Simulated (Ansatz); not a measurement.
Start from `N[SiH](Cl)[GeH2][F]` and change one atom or group to get `CO[SiH](N)Cl`.

Ansatz, PBE0-D4/def2-TZVP geometries, multiplicity 1. Each molecule was computed in one conformer, which needn't be the lowest.

Scalar relativity is left out up to krypton.

```tsv
property	`N[SiH](Cl)[GeH2][F]`
size of the dipole moment (PBE/def2-TZVPP) / D	2.15
HOMO–LUMO gap (ωB97M-V/def2-TZVPP) / eV	11.36
HOMO–LUMO gap (B3LYP/def2-TZVPP) / eV	7.01
HOMO energy (ωB97M-V/def2-TZVPP) / eV	-10.12
LUMO energy (PBE/def2-TZVPP) / eV	-1.44
LUMO energy (B3LYP/def2-TZVPP) / eV	-0.79
```

(1) Give the same properties after the change, and the shifts. (Best estimate.)

## Answers

(1) The calculation gave: 
```json
{"property": "size of the dipole moment (PBE/def2-TZVPP) / D", "`CO[SiH](N)Cl`": "1.64", "shift": "-0.51"}
{"property": "HOMO–LUMO gap (ωB97M-V/def2-TZVPP) / eV", "`CO[SiH](N)Cl`": "12.73", "shift": "1.37"}
{"property": "HOMO–LUMO gap (B3LYP/def2-TZVPP) / eV", "`CO[SiH](N)Cl`": "8.26", "shift": "1.25"}
{"property": "HOMO energy (ωB97M-V/def2-TZVPP) / eV", "`CO[SiH](N)Cl`": "-10.41", "shift": "-0.29"}
{"property": "LUMO energy (PBE/def2-TZVPP) / eV", "`CO[SiH](N)Cl`": "0.01", "shift": "1.45"}
{"property": "LUMO energy (B3LYP/def2-TZVPP) / eV", "`CO[SiH](N)Cl`": "0.53", "shift": "1.32"}
```

Dipoles are sizes alone; their direction can turn.

B3LYP here is the variant with VWN-RPA as its local correlation; programs differ in this.
